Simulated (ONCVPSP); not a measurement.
S: one change to an ONCV potential, before and after

S, optimised norm-conserving Vanderbilt (ONCV), made with ONCVPSP 4.0.1 (LDA (Perdew-Wang 92), scalar-relativistic). Core [Ne], reference 3s2 3p2.5 (charge +1.5). Waves: 3s: rc 1.25 bohr, ncon 4, nbas 7, qcut 4.3 1/bohr, 2 projectors, debl 1.9 Ha; 3p: rc 1.60 bohr, ncon 4, nbas 7, qcut 4.6 1/bohr, 1 projector; d scattering state at 0.37 Ha: rc 1.65 bohr, ncon 4, nbas 8, qcut 5.6 1/bohr, 2 projectors, debl 0.7 Ha. Local part: polynomial inside 0.90 bohr (lpopt 5, dvloc0 0 Ha). Core correction: Teter function, fcfact 2.5, rcfact 1.35.

In the d channel the program set the typed energies aside and used 0.050, 0.750 Ha.

Change: s: rc 1.32.

Cutoffs: the cutoffs (Ha) at which the residual kinetic energy of the hardest occupied pseudo-wave falls to 1 and 0.1 mHa per electron; they do not see the model core or the augmentation charge, which bear on the density cutoff. Errors are all-electron minus pseudo energies relative to the spin-unpolarised reference configuration.

**Question.** How do hardness, ghosts and transferability respond?

**Answer.** The potential gets harder (23 Ha and 52 Ha → 26 Ha and 58 Ha); the errors of the 4 common tests hardly move; neither file shows a bound ghost.

```tsv
quantity	base	changed
cutoff, loose	23 Ha	26 Ha
cutoff, tight	52 Ha	58 Ha
loose cutoff by channel	s 23 Ha, p 6.6 Ha	s 26 Ha, p 6.6 Ha
bound ghosts	none	none
GHOST(+) flags under 300 eV	s at 90.4 eV	s at 97.0 eV
error for 3s2 3p4, meV [ΔE -21.64 eV]	+16	+16
error for 3s2 3p3, meV [ΔE -9.79 eV]	+3.2	+3.2
error for 3s2 3p2, meV [ΔE 12.58 eV]	+2.6	+2.6
error for 3s2 3p0, meV [ΔE 93.72 eV]	+133	+134
p: phases at 1.62 bohr within 0.05 rad from the reference energy up to (Ha; the scan ends near 5)	1.5	1.5
d: phases at 1.67 bohr within 0.05 rad from the reference energy up to (Ha; the scan ends near 5)	3.2	3.2
rms error of d²Exc/dni dnj with the model core, mHa	2.19	2.19
```
